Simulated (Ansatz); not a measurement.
Geometry optimisation, UKS B3LYP/def2-SVP in Ansatz.

The input (input.yaml):

```yaml
crystal:
  periodic: [false, false, false]
  atoms:
    - { symbol: C, position_ang: [0.1483, 0.7729, 0.0356] }
    - { symbol: O, position_ang: [-0.8666, -0.096, -0.4505] }
    - { symbol: B, position_ang: [-0.2331, -1.3819, -0.7127] }
    - { symbol: Cl, position_ang: [-0.0544, -2.6507, 0.6252] }
    - { symbol: H, position_ang: [0.49631, -1.15426, -1.59872] }
    - { symbol: H, position_ang: [-0.4005, 1.8069, 0.2053] }
    - { symbol: H, position_ang: [0.9285, 1.0006, -0.7257] }
magnetization:
  spin_polarized: true
  initial_magnetization: 1
basis:
  gaussian: { orbitals: def2-SVP }
hamiltonian:
  xc: b3lyp
relax:
  f_tol: 0.02
  max_steps: 50
```

Run as:

```bash
$ ansatz run input.yaml --threads 2 --pin off --max-ram 3072MiB --backend cpu --events-out ev --progress --plain --runs-dir out
```

Problem. Where does it end, and by what steps?

Solution. The forces met the threshold. After 9 steps the energy has fallen by 1.701 eV; O2 moved furthest, 0.74 Å.

```
step  energy less start (eV)  largest force component (eV/Å)  accepted
   0                  0.0000                           2.906       yes
   1                 -0.9007                           2.355       yes
   2                 -1.1177                           2.165       yes
   3                 -1.3589                           1.794       yes
   4                 -1.5930                           0.685       yes
   5                 -1.6580                           0.734       yes
   6                 -1.6935                           0.484       yes
   7                 -1.6951                           0.269       yes
   8                 -1.7005                           0.023       yes
   9                 -1.7006                           0.007       yes
```

```xyz
7
Properties=species:S:1:pos:R:3
C -0.020 1.043 -0.261
O -0.393 -0.202 0.111
B 0.019 -1.351 -0.469
Cl -0.592 -2.870 0.178
H 0.780 -1.355 -1.401
H -0.449 1.861 0.316
H 0.673 1.171 -1.096
```

Time of the run: 13 s on 2 threads of Intel(R) Xeon(R) Platinum 8488C (Sapphire Rapids), with other jobs on the host, peak memory 0.2 GiB.
